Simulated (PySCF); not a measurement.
PySCF input for H3O2, SMILES O[OH2+], charge +1, PBE-D3(BJ)/def2-TZVP. Geometry: PBE-D3(BJ)/def2-TZVP. The isomer is the one that the SMILES or the coordinates give; other isomers of the formula were not compared.

```python
import numpy as np
from pyscf import gto, scf, dft, df
from pyscf.hessian import thermo

mol = gto.M(
    atom='''
    O     0.77657196    0.14211544   -0.00000001
    O    -0.66518722   -0.12763920    0.00000001
    H     1.12062092   -0.78939358    0.00000004
    H    -1.00584943    0.33679185    0.81460624
    H    -1.00584943    0.33679177   -0.81460629
    ''',
    basis='def2-TZVP',
    charge=1,
    spin=0,
    max_memory=1600,
    verbose=3,
)
mf = dft.RKS(mol, xc='pbe').density_fit(auxbasis='def2-universal-jkfit')
mf.disp = 'd3bj'
mf.grids.level = 3
mf.conv_tol = 1e-11
mf.max_cycle = 100
mf.kernel()

# [left out here: the lines that compute and print the analytic Hessian (its translational invariance restored by hand, since the grid's response is missing), thermochemistry and intensities]
```

Log of the run:

```
converged SCF energy = -151.730379343554

WARN: DFTD3 does not support analytical Hessian, using finite difference


WARN: Mole.unit (angstrom) is changed to Bohr

Mode                                 0                   1                   2
Irrep
Freq [cm^-1]                      417.0370            831.9519           1015.1402
Reduced mass [au]                   1.0619              5.7476              1.2903
Force const [Dyne/A]                0.1088              2.3439              0.7834
Char temp [K]                     600.0234           1196.9936           1460.5607
Normal mode                   x     y     z       x     y     z       x     y     z
       0   O                 0.00 -0.00 -0.06   -0.15 -0.03  0.00    0.10  0.00  0.00
       1   O                 0.00  0.00 -0.02    0.17  0.06 -0.00   -0.04  0.06 -0.00
       2   H                -0.00 -0.00  0.78   -0.09 -0.00 -0.00   -0.16 -0.10 -0.00
       3   H                 0.00 -0.36  0.19   -0.08 -0.22  0.05   -0.41 -0.43  0.10
       4   H                -0.00  0.36  0.19   -0.08 -0.22 -0.05   -0.41 -0.43 -0.10
Mode                                 3                   4                   5
Irrep
Freq [cm^-1]                     1126.8460           1424.0367           1581.0968
Reduced mass [au]                   1.0999              1.1309              1.0501
Force const [Dyne/A]                0.8229              1.3512              1.5467
Char temp [K]                    1621.2805           2048.8718           2274.8463
Normal mode                   x     y     z       x     y     z       x     y     z
       0   O                -0.00 -0.00 -0.04    0.02  0.05 -0.00   -0.00  0.02  0.00
       1   O                -0.00  0.00  0.06    0.04 -0.05  0.00   -0.04  0.02 -0.00
       2   H                 0.00  0.00 -0.09   -0.86 -0.26  0.00   -0.23 -0.05  0.00
       3   H                -0.65 -0.14 -0.11   -0.03  0.14 -0.12    0.49 -0.28  0.36
       4   H                 0.65  0.14 -0.11   -0.03  0.14  0.12    0.49 -0.28 -0.36
Mode                                 6                   7                   8
Irrep
Freq [cm^-1]                     3383.8187           3453.5537           3493.3954
Reduced mass [au]                   1.0420              1.0905              1.0699
Force const [Dyne/A]                7.0298              7.6628              7.6930
Char temp [K]                    4868.5617           4968.8948           5026.2182
Normal mode                   x     y     z       x     y     z       x     y     z
       0   O                 0.00 -0.01  0.00   -0.00 -0.00 -0.00   -0.02  0.06  0.00
       1   O                 0.03 -0.04 -0.00    0.00 -0.00  0.07    0.00 -0.00  0.00
       2   H                -0.03  0.09 -0.00   -0.00  0.00  0.00    0.32 -0.91  0.00
       3   H                -0.23  0.29  0.58    0.22 -0.32 -0.55   -0.02  0.03  0.06
       4   H                -0.23  0.29 -0.58   -0.22  0.32 -0.55   -0.02  0.03 -0.06
temperature 298.1500 [K]
pressure 101325.00 [Pa]
Rotational constants [GHz] 190.70378 23.55975 23.53178
Symmetry number 1
Zero-point energy (ZPE) 0.03811 [Eh]   100048.939 [J/mol]
                           tot       elec      trans        rot        vib
Entropy [J/mol/K]       236.408      0.000    153.095     78.069      5.244
Cv [J/mol/K]             36.681      0.000     12.472     12.472     11.737
Cp [J/mol/K]             44.995      0.000     20.786     12.472     11.737
Internal energy [J/mol]                      3718.434   3718.434 101178.496
Internal energy [Eh]   -151.68901  -151.73038
Enthalpy [J/mol]                             6197.391   3718.434 101178.496
Enthalpy [Eh]          -151.68807
Gibbs free energy [J/mol]                  -39447.841 -19557.777  99614.996
Gibbs free energy [Eh] -151.71491
mode   freq/cm-1   IR/(km/mol)
   1      417.04       244.533
   2      831.95        67.619
   3     1015.14       196.309
   4     1126.85         3.648
   5     1424.04        82.107
   6     1581.10        85.204
   7     3383.82       233.086
   8     3453.55       359.067
   9     3493.40       117.583
max |gradient| / (hartree/bohr): 1.6641864998280017e-05
APT charges: [ 0.0027 -0.1915  0.3602  0.4143  0.4143]
```

Self-consistency was reached.

Cost: roughly 22 core-seconds.
